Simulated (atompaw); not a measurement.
**Scattering properties, PAW (atompaw) potential for Ho (Z = 67)**

- Element: Ho
- Generator: atompaw 4.2.0.5
- Type: PAW
- Functional: PBEsol
- Relativity: scalar-relativistic
- Frozen core: [Kr] 4d10 5s2
- Valence charge: 19
- Reference configuration: 4f11 5p6 5d0 6s2 6p0
- Partial waves: 6s (bound): rc 2.24 bohr; 6s channel at 3 Ry: rc 2.24 bohr; 5p (bound): rc 1.80 bohr; 6p (bound, empty): rc 2.24 bohr; 5d (bound, empty): rc 2.24 bohr; 5d channel at 0.5 Ry: rc 2.24 bohr; 4f (bound): rc 0.48 bohr; 4f channel at 0.15 Ry: rc 0.48 bohr
- Local potential: bessel scheme, radius 1.90 bohr
- Core correction: smooth core density matched at 2.06 bohr
- Augmentation charge: besselshape compensation charge, radius 2.24 bohr; PAW radius 2.24 bohr; waves and projectors: custom rrkj gramschmidtortho

The phase is arctan(r·u′/u) with u = r·R(r), unwrapped; energies in Ry, scanned from -4 to 5 Ry. A pole is an energy at which the radial function vanishes at the test radius. The pseudo phase is shifted by a multiple of π to meet the all-electron one at the reference energy, and phase errors are pseudo minus all-electron; the curves can meet again beyond the range given. Levels narrower than the energy grid can be missing from the lists of poles.

Question: For each channel, where are the poles, and over which energies does the pseudopotential scatter like the atom?

Answer:

```json
{"channel": "s", "radius (bohr)": "2.25", "reference energy (Ry)": "-0.28", "poles, all-electron": "-3.39", "poles, pseudo": "-2.66", "unbroken range about the reference energy with phases within 0.05 rad": "above -2.3", "phase error 1 Ry above the reference energy (rad)": "+0.003"}
{"channel": "p", "radius (bohr)": "2.25", "reference energy (Ry)": "-0.08", "poles, all-electron": "-1.20", "poles, pseudo": "-1.20", "unbroken range about the reference energy with phases within 0.05 rad": "below 3.0", "phase error 1 Ry above the reference energy (rad)": "+0.000"}
{"channel": "d", "radius (bohr)": "2.25", "reference energy (Ry)": "-0.08", "poles, all-electron": "2.02", "poles, pseudo": "2.02", "unbroken range about the reference energy with phases within 0.05 rad": "the whole range", "phase error 1 Ry above the reference energy (rad)": "+0.000"}
{"channel": "f", "radius (bohr)": "2.25", "reference energy (Ry)": "-0.23", "poles, all-electron": "-0.13", "poles, pseudo": "-0.13", "unbroken range about the reference energy with phases within 0.05 rad": "the whole range", "phase error 1 Ry above the reference energy (rad)": "+0.000"}
```

A Bessel basis up to 400 Ry misses an occupied level by 0.17 Ry, so cutoffs were not judged. Note: ghost state, extra bound levels that the all-electron valence spectrum of the same l lacks: s at -39.1 eV (other channels not judged).

Phases in the p channel:

```json
{"E (Ry)": "-4.00", "all-electron": "1.261", "pseudo": "1.262"}
{"E (Ry)": "-3.52", "all-electron": "1.201", "pseudo": "1.202"}
{"E (Ry)": "-3.04", "all-electron": "1.080", "pseudo": "1.080"}
{"E (Ry)": "-2.56", "all-electron": "0.688", "pseudo": "0.689"}
{"E (Ry)": "-2.08", "all-electron": "-0.832", "pseudo": "-0.832"}
{"E (Ry)": "-1.60", "all-electron": "-1.428", "pseudo": "-1.428"}
{"E (Ry)": "-1.12", "all-electron": "-1.588", "pseudo": "-1.588"}
{"E (Ry)": "-0.64", "all-electron": "-1.669", "pseudo": "-1.669"}
{"E (Ry)": "-0.16", "all-electron": "-1.727", "pseudo": "-1.727"}
{"E (Ry)": "0.32", "all-electron": "-1.778", "pseudo": "-1.778"}
{"E (Ry)": "0.80", "all-electron": "-1.834", "pseudo": "-1.834"}
{"E (Ry)": "1.28", "all-electron": "-1.903", "pseudo": "-1.902"}
{"E (Ry)": "1.76", "all-electron": "-1.999", "pseudo": "-1.997"}
{"E (Ry)": "2.24", "all-electron": "-2.156", "pseudo": "-2.149"}
{"E (Ry)": "2.72", "all-electron": "-2.453", "pseudo": "-2.429"}
{"E (Ry)": "3.20", "all-electron": "-3.036", "pseudo": "-2.971"}
{"E (Ry)": "3.68", "all-electron": "-3.731", "pseudo": "-3.656"}
{"E (Ry)": "4.16", "all-electron": "-4.134", "pseudo": "-4.083"}
{"E (Ry)": "4.64", "all-electron": "-4.335", "pseudo": "-4.300"}
```
